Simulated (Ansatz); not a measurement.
H$_{2}$Cl$_{2}$F$_{2}$Si$_{2}$ (SMILES F[SiH](F)[SiH](Cl)Cl), singlet, at a GFN2-xTB geometry, with bond 8-4 at 1.4 times its length; SC-NEVPT2/STO-3G, CASSCF(6,6) in Ansatz (an electronic-structure program).

The Ansatz input:
Ansatz 0.2 input:
```yaml
crystal:
  periodic: [false, false, false]
  atoms:
    - {symbol: Si, position_ang: [-1.58960041, -0.00976282, 0.34224170]}
    - {symbol: F, position_ang: [-2.19450780, -1.48652376, 0.23436908]}
    - {symbol: F, position_ang: [-2.10141473, 0.62351864, -1.03396550]}
    - {symbol: Si, position_ang: [0.70439216, -0.16049456, 0.48071263]}
    - {symbol: Cl, position_ang: [1.57168490, -1.07816342, -1.08905138]}
    - {symbol: Cl, position_ang: [1.50507301, 1.68957080, 0.65520427]}
    - {symbol: H, position_ang: [-2.35842930, 0.65647034, 1.37294082]}
    - {symbol: H, position_ang: [1.27191153, -1.19544688, 2.15616866]}
basis:
  gaussian:
    orbitals: STO-3G
magnetization: {spin_polarized: false}
correlation: {method: sc_nevpt2, electrons: all, active_space: {window: {electrons: 6, orbitals: 6}}}
```

Output, abridged:

```
Functional definition: HF
554 factors; integrals over basis functions are off by at most 3.6e-5 eV
mean field evaluation 1: about -45645.4549 eV, gradient 3.5e1 eV
mean field evaluation 2: about -45645.5264 eV, gradient 3.5e1 eV
mean field evaluation 4: about -45651.3929 eV, gradient 1.9e0 eV
mean field evaluation 8: about -45651.4191 eV, gradient 2.9e-2 eV
mean field -45651.41910485 eV, -1677.6587084599 hartree, gradient 8.6e-7 eV, S^2 0.000000; 0 other end points of the search recorded, 0 dependent functions left out; unrestricted orbitals would lower it
reference -45651.41910485 eV, -1677.6587084599 hartree; 41, 41 occupied and 7, 7 virtual orbitals, 554 factors
state -45653.51456524 eV, -1677.7357152089 hartree
state -45653.51456524 eV, -1677.7357152089 hartree; corrected -45655.55532201 eV, -1677.8107116371 hartree
state -45653.19578429 eV, -1677.7240002251 hartree
state -45653.19578429 eV, -1677.7240002251 hartree; corrected -45655.48172656 eV, -1677.8080070542 hartree
state -45653.51456524 eV, -1677.7357152089 hartree; corrected -45655.55532201 eV, -1677.8107116371 hartree
Total energy: -45655.55532201 eV, -1677.8107116371 hartree
```
